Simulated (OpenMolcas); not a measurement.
## K I: from CASSCF to CASPT2

* Program: OpenMolcas
* Basis: ANO-RCC-VTZP [6s5p2d1f]
* Scalar Hamiltonian: DKH2, point nucleus
* Active space: 1 electron in 9 orbitals (3d 4s 4p)
* State averaging: 2S+1 = 2 even, 1 root; 2S+1 = 2 odd, 3 roots
* Spin-orbit coupling: state interaction with AMFI integrals over the reference wave functions, term energies averaged over their components

Methods on the same reference wave functions:
A. CASSCF
B. SS-CASPT2, IPEA 0.25 Eh, imaginary shift 0.1 Eh (closed shells correlated: 3s 3p)
C. XMS-CASPT2, IPEA 0.25 Eh, imaginary shift 0.1 Eh (closed shells correlated: 3s 3p)

Energies in cm⁻¹ above 4s ²S_1/2, the measured ground level; measured values from NIST Handbook of Basic Atomic Spectroscopic Data.

```json
{"Level": "4s ²S_1/2", "A": "0.0", "B": "0.0", "C": "0.0", "Measured": "0.0"}
{"Level": "4p ²P°_1/2", "A": "11499", "B": "12994", "C": "12969", "Measured": "12985"}
{"Level": "4p ²P°_3/2", "A": "11536", "B": "13031", "C": "13006", "Measured": "13043"}
```

Deviations, from unrounded energies. A percentage is the sum of absolute deviations over the sum of measured energies, with the sign that they share, or ± where signs differ.

```
           Against measurement  Levels      A     B     C
mean absolute deviation (cm-1)       2   1500    10    27
      other configurations (%)       2  -11.5  ±0.1  -0.2
```

B lies closest to measurement on these levels and A furthest from it. The largest miss of B in the table is 4p ²P°_3/2, by -12 cm-1. The ranking rests on the paired levels alone, and a cruder setting can come out closer through cancelling errors.

Between B and C the level of the table that moves most is 4p ²P°_1/2, by 25 cm-1 (lowest in C, highest in B).

The lowest spin-free term lies below A's lowest term by 0.222 hartree in B, 0.222 hartree in C.

ANO sets are built for ground and valence states and can reach diffuse excited orbitals poorly. No level of 3d was computed, though it lies in the active space. With one active electron the reference holds no correlation, so core polarisation is missing (holds for A). With one active electron, CASPT2 adds the correlation within the correlated inactive shells and between them and that electron, and leaves the splitting within a term as the reference gives it (holds for B; C). Measured partners are found by configuration, term and J. A level has none where our copy of the source lacks it or the pairing is in doubt (some pairs that miss far off the trend of their configuration count as doubtful), and it then counts in no deviation. Levels of configurations outside the active space are missing.

° marks odd parity.
